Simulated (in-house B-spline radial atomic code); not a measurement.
Configurations of the palladium ion Pd⁴⁺, with energies counted from [Kr] 4d6. Method: scalar-relativistic (X2C) HSE06, spin-polarised, spherical fractional occupations, exact exchange averaged over the configuration, Fermi nucleus of rms radius 4.5318 fm. Calculated with a B-spline radial code for spherical atoms. Shells without spins written out take the highest spin.

Occupations are held fixed; configurations that lie above the ionisation limit could autoionise.

```
            configuration  E - E(ref) (eV)  highest orbital  its <r> (bohr)
             [Kr] 4d5 5p1           22.301            5p up           2.463
             [Kr] 4d5 4f1           36.956            4f up           2.462
[Ar] 3d10 4s2 4p5 4d6 5f1            98.43            5f up           4.812
```

**Question.** Order these further configurations by energy, lowest first.
A. [Ar] 3d10 4s2 4p5 4d7
B. [Ar] 3d10 4s2 4p5 4d6 5p1
C. [Ar] 3d10 4s2 4p5 4d6 5d1
D. [Kr] 4d5 5d1

**Answer.** D (34.707 eV), A (51.732 eV), B (74.605 eV), C (87.072 eV).
